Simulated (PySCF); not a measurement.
Ligand-field analysis of [FeCl5]3-

The complex [FeCl5]3- (charge -3) contains Fe(II), shell d6. The structure is a PBE0-D3(BJ)/def2-TZVP, IEF-PCM water geometry optimised for multiplicity 5; coordination trigonal bipyramidal, point group Cs, metal–donor distances 2.37–2.62 Å.

```
6

Fe    0.0000    0.0000    0.0000
Cl    0.0415    0.0823    2.6130
Cl    0.0415    0.0823   -2.6130
Cl    2.3686   -0.3314    0.0000
Cl   -1.4301    1.8917    0.0000
Cl   -1.1743   -2.1070    0.0000
```

Method (PySCF 2.14, density fitting): CASSCF(6,5) with orbitals averaged over all microstates of the shell, strongly contracted NEVPT2 on the averaged canonical orbitals; basis x2c-TZVPall on the metal, x2c-SVPall elsewhere; spin-free X2C; IEF-PCM water; spin-orbit coupling by state interaction with the mean-field operator over all roots.

Spin-free states:

```csv
2S+1,deg.,symmetry,free-ion term,CASSCF / cm⁻¹,NEVPT2 / cm⁻¹,f(ED)
5,1,5A'',5D 1.00,0,0,–
5,1,5A'',5D 1.00,524,577,2.7e-07
5,1,5A',5D 1.00,1320,1828,1.8e-09
5,1,5A',5D 1.00,2072,2834,1.0e-05
5,1,5A',5D 1.00,4759,6285,3.5e-06
3,1,3A',3H 0.64,18897,15945,–
3,1,3A'',3H 0.76,20313,18255,–
3,1,3A'',3H 0.85,20834,19124,–
3,1,3A'',3H 0.91,21125,19742,–
3,1,3A'',3H 0.59,21847,19875,–
3,1,3A'',3H 0.96,21346,20184,–
3,1,3A'',3H 0.66,22148,20453,–
3,1,3A',3H 0.89,22200,21138,–
3,1,3A'',3P 0.56,24162,21217,–
3,1,3A'',3P 0.59,24350,21366,–
```

Only the lowest 15 spin-free levels are listed. Energies are counted from the ground state at NEVPT2 level. Weights follow the labels. f(ED) is the electric-dipole oscillator strength from the ground state at the fixed geometry, without vibronic coupling; occupations, where given, run over the ligand-field orbitals from the lowest.

## Ligand-field fit

```json
{"cm⁻¹": "B", "CASSCF": "1124"}
{"cm⁻¹": "B, free ion", "CASSCF": "1182"}
{"cm⁻¹": "C", "CASSCF": "4171"}
{"cm⁻¹": "C, free ion", "CASSCF": "4364"}
{"cm⁻¹": "rms of the fit", "CASSCF": "50"}
```

| orbital | CASSCF / cm⁻¹ | metal share | main function |
| --- | --- | --- | --- |
| 1 | 0 | 0.99 | yz 0.68 |
| 2 | 530 | 0.99 | xz 0.68 |
| 3 | 1432 | 0.97 | x2-y2 0.69 |
| 4 | 2254 | 0.96 | xy 0.60 |
| 5 | 4873 | 0.95 | z2 0.88 |

Angular-overlap fit (CASSCF, isotropic π): Cl eσ = 2483, eπ = 686 cm⁻¹ (rms 150).

ζ = 397 cm⁻¹, against 412 for the free ion.

## Spin-orbit levels

```
E / cm⁻¹  deg.                make-up
     0.0     1  0.91 5A'' + 0.08 5A''
     1.9     1  0.90 5A'' + 0.09 5A''
    17.0     1              0.96 5A''
    31.3     1  0.95 5A'' + 0.04 5A''
    35.8     1              0.97 5A''
   613.3     1              0.98 5A''
   630.0     1              0.97 5A''
   649.2     1  0.94 5A'' + 0.04 5A''
   710.0     1  0.90 5A'' + 0.09 5A''
   710.4     1  0.90 5A'' + 0.09 5A''
```

Only the lowest levels are listed: 10 of 210 states.

## Magnetism

The ground multiplet can be fitted only roughly by a spin Hamiltonian with S = 2, g = 2.073, 2.178, 2.288, D = -7.73 cm⁻¹, E/|D| = 0.31 (spin-orbit part alone); the lowest levels hold 94 % of the spin-free ground state. μeff is 5.46 μB at 300 K and 5.06 μB at 10 K; the spin-only value is 4.90 μB.

| T / K | χT / cm³ K mol⁻¹ | μeff / μB | χT along axes a, b, c |
| --- | --- | --- | --- |
| 2 | 2.335 | 4.32 | 0.10 0.48 6.43 |
| 5 | 2.852 | 4.78 | 0.34 1.03 7.18 |
| 10 | 3.200 | 5.06 | 0.71 1.83 7.06 |
| 20 | 3.474 | 5.27 | 1.37 2.75 6.30 |
| 30 | 3.562 | 5.34 | 1.83 3.13 5.73 |
| 50 | 3.614 | 5.38 | 2.33 3.40 5.11 |
| 75 | 3.636 | 5.39 | 2.63 3.52 4.76 |
| 100 | 3.651 | 5.40 | 2.79 3.58 4.59 |
| 150 | 3.677 | 5.42 | 2.97 3.64 4.42 |
| 200 | 3.699 | 5.44 | 3.07 3.69 4.33 |
| 250 | 3.717 | 5.45 | 3.15 3.73 4.27 |
| 300 | 3.729 | 5.46 | 3.21 3.77 4.21 |

Axes in the frame of the coordinates: a = (0.68, 0.73, 0.00); b = (0.73, -0.68, 0.00); c = (0.00, 0.00, 1.00).

Powder magnetisation at 2 K: 0.97 μB at 0.5 T, 1.62 μB at 1 T, 2.24 μB at 2 T, 2.53 μB at 3 T, 2.87 μB at 5 T, 3.11 μB at 7 T.

No frequencies were computed for the optimised geometry. NEVPT2 lifts 5A' from 2072 to 2834 cm⁻¹; on the d shell alone such lifts tend to overshoot. Gaps between spin states lean to high spin in this active space.

The job took 12 s on one thread of Arm Neoverse V2 (shared host), with 138 basis functions and a peak of 0.62 GiB, launched as `OMP_NUM_THREADS=1 python lf_run.py task.json out`.
